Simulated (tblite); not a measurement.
Species: C7H7OS (doublet state).
Z-matrix (Å and degrees, GFN2-xTB geometry), rows numbered from 1:
```
C 
S   1  1.8111
C   2  1.7685  1  103.49
C   3  1.4082  2  114.44  1   179.83
C   4  1.3912  3  120.20  2   179.94
C   5  1.3691  4  120.57  3    -0.10
C   6  1.4532  5  121.24  4     0.24
O   7  1.2376  6  121.94  5   179.76
C   3  1.3663  2  124.89  1    -0.17
H   1  1.0856  2  105.99  3  -180.00
H   1  1.0860  2  109.71  3    61.27
H   1  1.0861  2  109.73  3   -61.25
H   4  1.0792  3  118.92  2    -0.04
H   5  1.0805  4  119.13  3   179.98
H   6  1.0793  5  121.66  4  -179.84
H   9  1.0778  3  122.88  2     0.16
```

Calculated harmonic vibrations of the isolated species, GFN2-xTB (tblite), most abundant isotopes, no scaling. This tight-binding method is rough: wavenumbers can miss measured ones by several per cent, in bad cases by 10 to 20. One conformer, not necessarily the lowest. Open shells enter through the occupations alone, without spin polarisation, and single modes of such species can be off by tens of per cent.

Harmonic wavenumbers (cm⁻¹): 49.8, 142.8, 166.8, 170.5, 218.2, 289.6, 363.6, 379.4, 465.5, 495.4, 506.2, 620.3, 661.3, 738.2, 746.6, 768.6, 861.7, 880.7, 915.7, 934.8, 941.4, 953.7, 1076.6, 1104.4, 1163.1, 1224.8, 1260.5, 1311.6, 1337.8, 1398.1, 1443.6, 1444.2, 1473.0, 1530.5, 1559.0, 3028.8, 3037.0, 3059.4, 3075.7, 3098.6, 3102.6, 3117.7.

A = 2654, B = 978.1, C = 718.0 MHz; mass 139.022 u (most abundant isotopes); point group Cs, symmetry number 1; spin multiplicity 2.

Question: Zero-point energy?

Answer: Half the sum of the wavenumbers: 25559 cm⁻¹ = 73.08 kcal/mol.

Question: Give the ideal-gas entropy at 200 K and 1 bar in the rigid-rotor, harmonic-oscillator model (classical rotation).

Answer: Translation 38.74, rotation 28.34, vibration 14.09, spin (R ln 2) 1.38: S = 82.6 cal/(mol K).

Question: And Cp and H(200 K) − H(0)?

Answer: Cp = 25.48 cal/(mol K), of which vibrations give 17.53 (their classical limit is 42 R = 83.5); H(200 K) − H(0) = 3.22 kcal/mol without the zero-point energy, 1.63 from vibrations.

Question: What must be added to the electronic energy to get the Gibbs energy at 200 K and 1 bar?

Answer: ZPE + [H(200 K) − H(0)] − T·S = 73.08 + 3.22 − 16.51 = 59.79 kcal/mol.

Question: Blend soft modes into free rotors: weight 1/[1 + (100 cm⁻¹/ν̃)⁴] for the oscillator and the rest for a rotor with moment μB/(μ + B), μ = h/(8π²ν), B = 10⁻⁴⁴ kg m². What vibrational entropy results?

Answer: 13.35 cal/(mol K) in place of 14.09, which changes −T·S at 200 K by +0.15 kcal/mol.

Question: How do the functions run with temperature in this model?

Answer: 
| T (K) | S (cal/(mol K)) | Cp (cal/(mol K)) | H − H(0) (kcal/mol) | G − H(0) (kcal/mol) | ln q(vib) |
| --- | --- | --- | --- | --- | --- |
| 150 | 75.9 | 20.8 | 2.06 | -9.33 | 1.99 |
| 250 | 88.8 | 30.3 | 4.61 | -17.58 | 4.04 |
| 298.15 | 94.5 | 34.9 | 6.18 | -21.99 | 5.06 |
| 400 | 106.0 | 43.9 | 10.21 | -32.21 | 7.29 |
| 600 | 126.5 | 57.0 | 20.39 | -55.51 | 11.71 |
| 900 | 152.0 | 68.7 | 39.41 | -97.44 | 18.01 |

q(vib) and H(0) count from the zero-point level.

Hindered rotation and anharmonicity are outside this model. Other conformers, if any are populated, would add a mixing term that is left out.
